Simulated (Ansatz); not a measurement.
Two isomers of C2H4OSSi: A = `O=CC([SiH3])=S`, B = `[SiH3]OC1=CS1`.

Isolated molecules relaxed with PBE0-D4/def2-TZVP in Ansatz; ΔE leaves out vibrations. CCSD(T)/CBS adds triple-zeta CCSD(T) − MP2 to the extrapolated MP2 energy (def2 sets, frozen cores). Functionals use def2-TZVPP. B3LYP here is the variant with VWN-RPA as its local correlation; programs differ in this. One conformer a species, not always the lowest.

Problem. Which is lower in electronic energy at CCSD(T)/CBS, and by how much? (An estimate is asked.)

Solution. Ansatz gave: A, by 17.4 kcal/mol.

Problem. Give E(B) − E(A) in kcal/mol with HF/def2-TZVPP, r2SCAN-D4, CCSD/def2-TZVPP, PBE-D4, B2PLYP, B3LYP-D4, PBE0-D4. (Estimate.)

Solution. Ansatz gave: HF/def2-TZVPP 19.8, r2SCAN-D4 16.2, CCSD/def2-TZVPP 19.1, PBE-D4 17.0, B2PLYP 18.1, B3LYP-D4 18.2, PBE0-D4 15.5. None reverses the order clearly.

Largest T1 diagnostic: 0.016.

From PBE to PBE0 (25 % exact exchange), in def2-TZVPP and without D4, E(B) − E(A) moves by −1.5 kcal/mol.
